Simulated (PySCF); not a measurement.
C₃H₇Si, SMILES C1C[SiH]C1 (connectivity only; charge and spin as stated), charge +1, multiplicity 1. Atoms are numbered in the order given.

```xyz
11

C      1.2994     0.0044     0.0000
C      0.3217    -0.0028     1.2313
Si    -1.0386     0.0008     0.0000
C      0.3217    -0.0028    -1.2313
H      1.9357     0.9008     0.0000
H      1.9512    -0.8807     0.0000
H      0.3822    -0.8897     1.8900
H      0.3813     0.8735     1.9038
H     -2.5298     0.0094     0.0000
H      0.3813     0.8735    -1.9038
H      0.3822    -0.8897    -1.8900
```
Charge +1, spin multiplicity 1.

Geometry optimised at r2SCAN-D4/def2-SVP. A frequency run showed that this geometry is not a minimum. The spin state was assumed, not searched. The isomer is the one that the SMILES or the coordinates give; other isomers of the formula were not compared.

Computed with PBE/def2-TZVP run with PySCF.

ESP charges are fitted to the potential on shells at 1.4 to 2.0 van der Waals radii. Atomic charges (e):

```tsv
atom	Mulliken	Löwdin	meta-Löwdin	ESP fit
C1	-0.16	-0.22	[?]	0.27
C2	-0.33	-0.31	-0.45	-0.57
Si3	0.54	0.78	[?]	0.90
C4	-0.33	-0.31	-0.45	-0.57
H5	0.18	0.16	[?]	0.06
H6	0.18	0.16	[?]	0.06
H7	0.20	0.18	0.19	0.22
H8	0.21	0.18	0.19	0.22
H9	0.10	0.01	0.00	-0.02
H10	0.21	0.18	0.19	0.22
H11	0.20	0.18	0.19	0.22
```

Complete the blanks. (An estimate is asked for; the answer gives what the named calculation found.)


- C1, meta-Löwdin: -0.20
- Si3, meta-Löwdin: 1.01
- H5, meta-Löwdin: 0.16
- H6, meta-Löwdin: 0.16

Computed Mayer and Wiberg (Löwdin basis) orders of the bonds:
```
bond    Mayer  Wiberg
------  -----  ------
C1–C2    0.92    1.16
C2–Si3   1.12    1.26
C1–C4    0.92    1.16
Si3–C4   1.12    1.26
C1–H5    0.94    0.85
C1–H6    0.94    0.85
C2–H7    0.90    0.83
C2–H8    0.90    0.83
Si3–H9   0.88    0.93
C4–H10   0.90    0.83
C4–H11   0.90    0.83
```
